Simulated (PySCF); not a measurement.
**`F/C=C1C=C\1CCF`: 4 charge schemes on one density**

C₆H₆F₂.
Geometry (PBE0-D3(BJ)/def2-SVP, Å), atoms numbered from 1 in this order:
```xyz
14
C6H6F2 angstrom
F      3.962   -0.064    0.462
C      2.854   -0.083   -0.307
C      1.638   -0.037    0.218
C      0.719    0.030    1.328
C      0.199   -0.017    0.116
C     -0.985   -0.053   -0.758
C     -2.284    0.155   -0.010
F     -2.434   -0.807    0.954
H      3.064   -0.139   -1.376
H      0.575    0.064    2.404
H     -0.999   -1.022   -1.287
H     -0.881    0.716   -1.543
H     -2.294    1.144    0.480
H     -3.140    0.099   -0.704
```

Density: PBE0/pcSseg-1 (PySCF); schemes: Mulliken, IAO, Hirshfeld and ESP-fitted. The structure is a single PBE0-D3(BJ)/def2-SVP conformer in the gas phase; no vibrational or solvent corrections.

Task: Atoms with like bonding are taken together and averaged. For which atoms does the sign change between the 4 schemes (beyond +0.03 e in one, beyond −0.03 e in another)?

Result: C2.

Task: Do the Mulliken, IAO, Hirshfeld and ESP-fitted schemes agree on where the charge is lowest?

Result: The schemes don't all agree: Mulliken F8 (-0.331); IAO F8 (-0.321); Hirshfeld F1 (-0.121); ESP-fitted C2 (-0.264).

Task: Give the atomic charges in each scheme.

Result: In e; atoms taken as equivalent share a row and are averaged (×n: the atom named and its like, n in all):

```csv
atom,environment,Mulliken,IAO,Hirshfeld,ESP-fitted
F1,vinyl fluorine,-0.303,-0.291,-0.121,-0.122
C2,vinylic C–F carbon,+0.140,+0.009,-0.044,-0.264
C3,fully substituted alkene carbon,-0.096,-0.040,-0.053,+0.028
C4,alkene CH carbon,-0.076,-0.127,-0.024,-0.079
C5,fully substituted alkene carbon,+0.014,+0.057,+0.033,-0.018
C6,allylic carbon,-0.251,-0.291,-0.060,-0.140
C7,sp3 C–F carbon,+0.175,+0.054,+0.032,+0.121
F8,alkyl fluorine,-0.331,-0.321,-0.115,-0.236
H9,vinylic hydrogen,+0.087,+0.143,+0.041,+0.181
H10,vinylic hydrogen,+0.096,+0.185,+0.089,+0.177
H11/H12,methylene hydrogen,+0.158,+0.170,+0.062,+0.112
H13/H14,methylene hydrogen,+0.115,+0.141,+0.049,+0.064
```

Mean size of the charges over all atoms: IAO 0.153 e, Mulliken 0.151 e, ESP-fitted 0.123 e, Hirshfeld 0.060 e. Each set sums to the total charge, 0, to within 0.001 e. The Mulliken scheme counts on each atom the diagonal of the density matrix times the overlap matrix over that atom's basis functions.

Task: How many electrons does the Hirshfeld scheme count on F1?

Result: Z − q = 9 − (-0.121) = 9.121.

Task: Sum the charges by element.

Result: 
```
element  atoms  Mulliken     IAO  Hirshfeld  ESP-fitted
      F      2    -0.634  -0.612     -0.236      -0.359
      C      6    -0.094  -0.337     -0.117      -0.351
      H      6    +0.728  +0.949     +0.352      +0.710
```
